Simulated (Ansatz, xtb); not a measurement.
C3H7FSn: which of two isomers lies lower

We compare I, `CC[CH2][Sn][F]`, a singlet, with II, `C[CH](C)[Sn][F]`, a singlet. Both are isolated molecules in the gas phase, relaxed with PBE0-D4/def2-SVP; the shapes shown needn't be the lowest conformers.

I (Å):

```xyz
12

C    -1.9644   -0.2988   -1.6905
C    -0.7625   -0.7219   -0.8573
C    -0.8941   -0.3234    0.6074
F    -2.0616    1.6534    2.5940
Sn   -0.9820    1.8544    0.9622
H    -2.8943   -0.7436   -1.3008
H    -2.1010    0.7987   -1.6780
H    -1.8661   -0.5974   -2.7453
H     0.1540   -0.2810   -1.2913
H    -0.6280   -1.8150   -0.9516
H    -0.0374   -0.6884    1.2057
H    -1.7974   -0.7532    1.0751
```

II (Å):

```tsv
atom	x (Å)	y (Å)	z (Å)
C	-0.6151	0.3849	1.1204
C	-0.1034	-0.6371	0.1110
C	1.2249	-0.2133	-0.5062
F	-1.3364	1.1254	-1.9279
Sn	-1.5972	-0.7885	-1.5247
H	-0.8076	1.3528	0.6289
H	0.1232	0.5642	1.9237
H	-1.5495	0.0660	1.6134
H	0.0005	-1.6261	0.5921
H	1.9953	-0.0450	0.2688
H	1.6326	-0.9684	-1.2003
H	1.1097	0.7299	-1.0653
```

Quicker runs give these differences E(II) − E(I): GFN2-xTB +3.46 kcal/mol; HF/STO-3G +2.97 kcal/mol (at GFN2-xTB geometries); r2SCAN-D4/def2-SVP +1.17 kcal/mol (at GFN2-xTB geometries).

Question: Estimate E(II) − E(I) at the level CCSD(T)/def2-SVP + ΔMP2/def2-TZVPP.

Answer: Too close to call at this level: CCSD(T)/def2-SVP + ΔMP2/def2-TZVPP gives E(II) − E(I) = +0.48 kcal/mol.

How the difference moves with the method:

```tsv
level	geometry	E(II) − E(I) (kcal/mol)	departure from the last row (kcal/mol)	job, with rough time for the two
GFN2-xTB	GFN2-xTB	+3.46	+2.98	optimisation, 0.25 s
HF/STO-3G	GFN2-xTB	+2.97	+2.50	single point, 1 s
r2SCAN-D4/def2-SVP	GFN2-xTB	+1.17	+0.69	single point, 4.7 s
PBE0-D4/def2-SVP	PBE0-D4/def2-SVP	+0.28	−0.20	optimisation, 90 s
HF/def2-SVP	PBE0-D4/def2-SVP	+1.67	+1.19	part of the CCSD(T) run
MP2/def2-SVP	PBE0-D4/def2-SVP	+0.02	−0.46	part of the CCSD(T) run
CCSD(T)/def2-SVP	PBE0-D4/def2-SVP	+0.12	−0.36	single point
CCSD(T)/def2-SVP + ΔMP2/def2-TZVPP	PBE0-D4/def2-SVP	+0.48		single point, 77 s
```

As drawn, both hold the same kinds of bond in the same numbers. Structure I has 1 methyl group, II 2.

The largest departure from CCSD(T)/def2-SVP + ΔMP2/def2-TZVPP is that of GFN2-xTB, 2.98 kcal/mol. The last row adds to CCSD(T) the change of the MP2 difference between the two basis sets, here +0.36 kcal/mol.

With thermal terms from frequencies at re-optimised GFN2-xTB minima (ideal gas, soft modes damped towards free rotors, one conformer each, 298.15 K, 1 atm): on the last row, ΔE + ΔZPE = +0.57, ΔH = +0.64, ΔG = +0.77 kcal/mol.

The correlated steps freeze 8 core orbitals; the filled d shell of Sn is correlated, in a basis made for valence electrons. Atoms past krypton carry core potentials in the def2 sets, other sets are all-electron and non-relativistic, and no spin–orbit term is included. Run with Ansatz 0.2.0, xtb 6.7.1; the last row on 2 threads of Arm Neoverse V1 on a shared host.
